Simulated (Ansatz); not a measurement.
Geometry optimisation, RKS r2SCAN-D4/def2-SVP in Ansatz 0.2.0.

The input (input.yaml):

```yaml
crystal:
  periodic: [false, false, false]
  atoms:
    - { symbol: O, position_ang: [-0.69777, -0.42699, -0.44791] }
    - { symbol: S, position_ang: [-1.10407, 0.87906, 0.63037] }
    - { symbol: Zn, position_ang: [1.09986, 0.55077, 0.58358] }
    - { symbol: H, position_ang: [-1.52807, -0.7578, -0.80417] }
    - { symbol: H, position_ang: [-1.77623, 1.82512, 1.37708] }
basis:
  gaussian: { orbitals: def2-SVP }
hamiltonian:
  xc: r2scan
  dispersion: d4
relax:
  f_tol: 0.02
  max_steps: 50
```

Command:

```bash
$ ansatz run input.yaml --threads 2 --pin off --max-ram 3072MiB --backend cpu --events-out ev --progress --plain --runs-dir out
```

**Question.** Where does it end, and by what steps?

**Answer.** The forces met the threshold. After 24 steps the energy has fallen by 6.025 eV; Zn3 moved furthest, 2.01 Å. Parted: O1–S2.

```csv
step,energy less start (eV),largest force component (eV/Å),accepted
0,0.0000,1.975,yes
1,-0.1960,1.572,yes
2,-0.9958,2.806,yes
3,-1.7477,3.108,yes
4,-2.2366,2.942,yes
5,-3.1107,2.169,yes
6,-3.7965,1.730,yes
7,-4.3026,1.603,yes
8,-4.6785,0.629,yes
9,-5.0528,0.986,yes
10,-5.3305,0.961,yes
11,-5.6051,0.562,yes
12,-5.7832,1.065,yes
13,-5.9621,0.508,yes
14,-6.0009,0.261,yes
15,-6.0106,0.266,yes
16,-6.0186,0.288,yes
17,-6.0187,0.299,yes
18,-5.9720,1.824,no
19,-6.0250,0.063,yes
20,-6.0253,0.047,yes
21,-5.9923,0.907,no
22,-6.0232,0.097,no
23,-6.0252,0.023,no
24,-6.0254,0.014,yes
```

```xyz
5
Properties=species:S:1:pos:R:3
O -0.075 -0.845 -0.917
S -1.624 2.189 1.020
Zn -0.816 0.478 -0.013
H -0.567 -1.676 -0.898
H -0.924 1.923 2.147
```

Whether the end is a true minimum wasn't checked by a vibrational analysis.

Run time: 52 s on 2 threads of Arm Neoverse V2 (shared host), peak memory 0.16 GiB.
